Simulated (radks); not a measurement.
Values are calculated unless marked as measured or tabulated.
Species: the zinc ion Zn3+. Configuration: [Ar] 3d9. Level of theory: non-relativistic Kohn-Sham, LDA (Slater exchange, VWN5 correlation), spin-polarised, spherical densities, point nucleus; open shells are filled with parallel spins first (a radial shooting solver on a logarithmic mesh with Libxc functionals).

Local quantities along the radius. ELF = 1/(1 + alpha^2) is the electron localisation function; alpha = (tau - tau_W)/tau_unif compares the Pauli kinetic energy density with that of the uniform gas (summed over spins); r v_xc is r times the local exchange-correlation potential of spin up (hartree bohr); s = |grad rho|/(2 (3 pi^2)^(1/3) rho^(4/3)) is the reduced gradient; 4 pi r^2 rho is in e/bohr.

r (bohr)    ELF    alpha    r v_xc       s  4 pi r^2 rho
0.001905  1.000  0.01579  -0.04799  0.3816        0.7478
0.002481  1.000  0.01654  -0.06178  0.3859         1.225
0.00323   1.000  0.01757  -0.07926  0.3916         1.986
0.004207  1.000  0.01901   -0.1012  0.3992         3.175
0.005477  1.000  0.02107   -0.1285  0.4092         4.989
0.007075  0.999  0.02399   -0.1608  0.4221         7.566
0.009213  0.999  0.02855   -0.2008  0.4398         11.29
0.012     0.999  0.03584   -0.2474  0.4637         16.21
0.01562   0.998  0.04820   -0.3000  0.4960         22.16
0.02034   0.995  0.07085   -0.3562  0.5398         28.42
0.02628   0.987   0.1145   -0.4102  0.5965         33.54
0.03421   0.957   0.2133   -0.4600  0.6701         36.16
0.04455   0.832   0.4489   -0.4982  0.7446         35.09
0.05801   0.519   0.9626   -0.5259  0.7549         31.47
0.07554   0.296    1.542   -0.5610  0.5869         29.09
0.09758   0.363    1.326   -0.6296  0.3514         31.62
0.1271    0.637   0.7554   -0.7340  0.2999         38.23
0.1654    0.795   0.5076   -0.8273  0.4128         41.64
0.2154    0.742   0.5899   -0.8622  0.5939         35.52
0.2783    0.388    1.255   -0.8407  0.6960         24.63
0.3624    0.224    1.859   -0.8608  0.3926         19.45
0.4718    0.534   0.9340   -0.9932  0.2210         22.57
0.6144    0.759   0.5641    -1.113  0.3634         24.03
0.8       0.748   0.5801    -1.118  0.5819         18.09
1.033     0.577   0.8568    -1.010  0.8737         9.756
1.346     0.271    1.641   -0.8287   1.344         3.775
1.752     0.072    3.595   -0.6251   2.203         1.092
2.282     0.012    9.016   -0.4273   4.166        0.2234
2.971     0.001    30.52   -0.2519   9.767       0.02722
3.838     0.000    160.5   -0.1214   28.93      0.001727

On this mesh the ELF has minima near r = 0.086, 0.36 bohr, which separate the shells, and maxima near 0.19 (0.80), 0.70 (0.77).
